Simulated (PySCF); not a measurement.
**Trend along the chalcogens: MPb cations**

PBE0 with double-zeta basis sets in PySCF, for the lowest determinant that a PBE0 search found; no spin–orbit coupling. De refers to high-spin ground-configuration atoms (the charge goes to the atom of lower measured ionisation energy or higher electron affinity, which is not always the lowest computed limit). A positive dipole points towards Pb; it is taken about the centre of mass and depends on that origin.

```json
{"M": "O", "basis": "def2-SVP", "charged atom": "Pb+", "state (unpaired electrons)": "doublet (π ↑)", "Re (Å)": "2.106", "ωe (cm⁻¹)": "585", "De (eV)": "n/a", "μ (D)": "2.85"}
{"M": "S", "basis": "def2-SVP", "charged atom": "Pb+", "state (unpaired electrons)": "doublet (π ↑)", "Re (Å)": "2.489", "ωe (cm⁻¹)": "352", "De (eV)": "n/a", "μ (D)": "1.45"}
{"M": "Se", "basis": "def2-SVP", "charged atom": "Pb+", "state (unpaired electrons)": "doublet (π ↑)", "Re (Å)": "2.595", "ωe (cm⁻¹)": "232", "De (eV)": "n/a", "μ (D)": "2.36"}
```

The shortest bond is that of PbO⁺ (2.106 Å), the longest that of PbSe⁺ (2.595 Å).

Down a group the atoms grow and get heavier, so bonds lengthen and wavenumbers fall; this series shows no clear exception.

Spin–orbit coupling is left out, which matters for elements this heavy, above all for dissociation energies. States were picked by a PBE0 search and need not be the measured ground states.
